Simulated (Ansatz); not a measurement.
System: C2H7BN, net charge 0, doublet state. It need not be the lowest isomer of its formula. 
Coordinates optimised at B3LYP-D3(BJ)/def2-TZVP (Ansatz, a first-principles code):
```
B
N 1 1.3791
H 2 1.0078 1 136.33
C 1 1.5915 2 120.22 3 -93.15
H 4 1.0893 1 114.17 2 5.34
H 4 1.0941 5 108.38 1 122.57
H 4 1.0943 5 108.66 6 115.35
C 1 1.5917 2 120.15 3 92.59
H 8 1.0894 1 114.17 2 -7.81
H 8 1.0940 9 108.76 1 122.43
H 8 1.0942 9 108.27 10 115.36
```
Charge 0, spin multiplicity 2.

Dipole moments at this geometry, in debye (magnitudes).

```tsv
level	program	dipole (D)
PBE/def2-TZVPD	Ansatz	1.03
BLYP/def2-TZVPD	Ansatz	1.04
revPBE/def2-TZVPD	Ansatz	1.02
r2SCAN/def2-TZVPD	Ansatz	1.05
B3LYP/def2-TZVPD	Ansatz	1.07
PBE0/def2-TZVPD	Ansatz	1.06
BHLYP/def2-TZVPD	Ansatz	1.12
r2SCANh/def2-TZVPD	Ansatz	1.07
r2SCAN0/def2-TZVPD	Ansatz	1.09
HSE06/def2-TZVPD	Ansatz	1.06
CAM-B3LYP/def2-TZVPD	Ansatz	1.09
LC-wPBE/def2-TZVPD	Ansatz	1.10
wB97M-V/def2-TZVPD	Ansatz	1.08
CCSD(T)/aug-cc-pVDZ	Ansatz	1.08
```
